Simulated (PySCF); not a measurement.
C5H5NO2Si.
Cartesian coordinates in Å at the GFN2-xTB level; atoms count from 1:
```
atom  x, y, z in Å
N1     2.7979    1.4713   -2.0523
C2     2.4783    0.8426   -1.1496
Si3    1.9442   -0.1799    0.3249
C4     0.0704   -0.1426    0.2081
C5    -0.7886    0.4191   -0.6442
C6    -2.1859    0.1008   -0.2232
O7    -2.0458   -0.6879    0.9396
C8    -0.7335   -0.8540    1.2264
O9    -0.3294   -1.4843    2.1638
H10    2.4555   -1.5352    0.1327
H11    2.4085    0.5057    1.5288
H12   -0.5719    1.0146   -1.5116
H13   -2.7668    0.9988    0.0171
H14   -2.7336   -0.4693   -0.9827
```

NICS is the negative of the GIAO shielding at a point without a nucleus: at the ring centre (0) and 1 Å above and below it (1); zz is the component along the ring normal. Level: GIAO PBE0/pcSseg-1 (PySCF, non-relativistic, gas phase) on the GFN2-xTB geometry, one conformer.

Ring bond lengths (Å), with Mayer bond orders in brackets: C4–C5 1.334 (1.75), C5–C6 1.494 (1.04), C6–O7 1.412 (0.92), O7–C8 1.354 (1.06), C8–C4 1.480 (1.01).

Q: Give the NICS values of each ring in ppm.

A: 
| ring | type | NICS(0) | NICS(1), two faces | NICS(1)zz, two faces | rms pucker (Å) | centre to ring atoms, mean (Å) |
| --- | --- | --- | --- | --- | --- | --- |
| C4–C5–C6–O7–C8 | 5-membered ring with O; formal bonds 1 double, 4 single | -3.7 | -4.6 / -4.6 | -7.9 / -7.9 | 0.00 | 1.20 |

Q: What can be read from them?

A: 
- C4–C5–C6–O7–C8: mean NICS(1)zz -7.9 ppm, shielded. C6 has four or more neighbours; no verdict on aromaticity is drawn.

Q: At the first NICS(1) probe listed for ring C4–C5–C6–O7–C8, 1 Å off the ring, what do the in-plane components average?

A: The isotropic value is a third of the trace: (3 × -4.6 − (-7.9))/2 = -2.9 ppm.

Q: Give the inner angles of the rings and the Hirshfeld charges of the ring atoms.

A: 
- C4–C5–C6–O7–C8: C4 107.0° (-0.114 e), C5 109.4° (-0.007 e), C6 105.0° (+0.018 e), O7 109.8° (-0.105 e), C8 108.8° (+0.188 e); sum 540.0° against 540° for a flat convex ring.

Q: What are the shieldings of the ring atoms and their hydrogens in the same run (means over atoms taken as equivalent)?

A: 
| atoms | environment | σ isotropic (ppm) | principal values of the symmetric part, first atom (ppm) |
| --- | --- | --- | --- |
| C4 | fully substituted alkene carbon | 52.5 | -45.4, 55.3, 147.7 |
| C5 | alkene CH carbon | 12.7 | -118.8, 11.8, 145.1 |
| C6 | sp3 carbon bound to oxygen | 109.3 | 88.6, 98.3, 141.0 |
| O7 | ester single-bonded oxygen | 118.9 | -90.8, 217.5, 230.0 |
| C8 | ester carbonyl carbon | 7.4 | -79.2, 36.5, 65.0 |
| H12 | vinylic hydrogen | 23.52 | 20.0, 23.4, 27.2 |
| H13 (×2) | methylene hydrogen | 26.57 | 22.8, 25.4, 31.6 |

Time: 20 s of wall time; peak memory 0.77 GiB. Hardware: one thread, Intel Xeon 6975P-C (x86_64), on a shared host. This is the whole shielding run at PBE0/pcSseg-1, SCF included.
